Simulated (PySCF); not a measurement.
## Ir(OH)3: fields on a plane

These are results of PySCF, B3LYP, basis Ir def2-SVP with ECP60, O def2-SVP, H def2-SVP (scalar-relativistic core potentials, no spin–orbit coupling, density fitting), not measurements.

The singlet minimum has Ir–O 1.851 Å (×3), O–H 0.976 Å (×3); H–O–Ir 111.0° (×3), O–Ir–O 120.0° (×3).

The plane holds Ir1 at (0.00, 0.00), O2 at (1.85, 0.00), O3 at (-0.93, 1.60), O4 at (-0.93, -1.60) Å. Columns run from x = -2.85 to 4.05 Å, rows from y = 4.05 (top) to -3.75 Å, in steps of 0.3 Å. Other isomers or separated fragments may lie lower. Core electrons replaced by a potential are absent, the electrostatic potential uses the reduced nuclear charge, and values within about 0.7 Å of such atoms have no physical meaning.

Task: Give the electron localisation function (set to 0 where the density is under 0.005 e/Å³). Lower edges of the bins: '0' 0.000, '1' 0.087, '2' 0.173, '3' 0.260, '4' 0.347, '5' 0.433, '6' 0.520, '7' 0.607, '8' 0.694, '9' 0.780; top 0.87.

Result: 
```
000000000000000000000000
000000000000000000000000
000000000000000000000000
000000111000000000000000
000012233210000000000000
000135676541000000000000
001368999863000000000000
002589789974000000000000
013699719973000111000000
014799349831003554200000
014699997210026776420000
002578742442038998631000
000232127897249999841000
000000049008459118852000
000000049008459118852000
000232127897249999841000
002578742442038998631000
014699997210026776420000
014799349831003553200000
013699719973000111000000
002589789974000000000000
001368999763000000000000
000135666541000000000000
000012233210000000000000
000000011000000000000000
000000000000000000000000
000000000000000000000000
```

Task: Give the electrostatic potential (V) (cut at 20 V). Lower edges of the bins (V): '0' -0.51, '1' -0.39, '2' -0.20, '3' 0.11, '4' 0.59, '5' 1.36, '6' 2.57, '7' 4.49, '8' 7.53, '9' 12.35; top 20.0.

Result: 
```
222222222222222222222222
222222222222222222222222
222222211112222222222222
222222111111222222222222
222222221001122222222222
221234543101122222222222
211257886411222222222222
111379999633332211112222
100379999755543210111222
100379999877654200011222
110258999999865432111222
111246899999987776421222
222357899999999999632222
223457999999999999842222
223457999999999999842222
222357899999999999632222
111246899999987776421222
110258999999865432111222
100379999877654200011222
100379999755543210111222
111379999643332211112222
211257886411222222222222
221234553101122222222222
222222221001122222222222
222222111111222222222222
222222211112222222222222
222222222222222222222222
```

No spin–orbit coupling is included, which matters more the heavier the element.
